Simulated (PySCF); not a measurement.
Trend along group 5: MB molecules

r²SCAN with triple-zeta basis sets in PySCF, for the lowest determinant that a PBE0 search found; no spin–orbit coupling. De refers to high-spin ground-configuration atoms. A positive dipole means M(−)B(+).

| M | basis | state (unpaired electrons) | Re (Å) | ωe (cm⁻¹) | De (eV) | μ (D) |
| --- | --- | --- | --- | --- | --- | --- |
| V | def2-TZVPP | septet (σ ↑↑, π ↑↑, δ ↑↑) | 2.020 | 612 | n/a | -2.93 |
| Nb | def2-TZVPP | septet (σ ↑↑, π ↑↑, δ ↑↑) | 2.114 | 624 | 3.30 | -2.71 |
| Ta | def2-TZVPP | septet (σ ↑↑, π ↑↑, δ ↑↑) | 2.101 | 654 | n/a | -3.05 |

The shortest bond is that of VB (2.020 Å), the longest that of NbB (2.114 Å).

Down a group the atoms grow and get heavier, so bonds lengthen and wavenumbers fall; the exceptions here are the shorter bond at Ta and the higher wavenumber at Ta. Relativity and the filled 4f shell contract the atoms of the sixth period.

De is left out where the level can put another filling of the metal’s s and d shells below the measured ground configuration, by anything from nothing to about 1 eV. The metal atom is held in its measured ground configuration; semilocal functionals can put another filling of s and d lower by some tenths of an eV, and De to that atom would be smaller. Spin–orbit coupling is left out, which matters for elements this heavy, above all for dissociation energies. With d or f electrons several states lie close, and the lowest PBE0 determinant need not be the measured ground state.
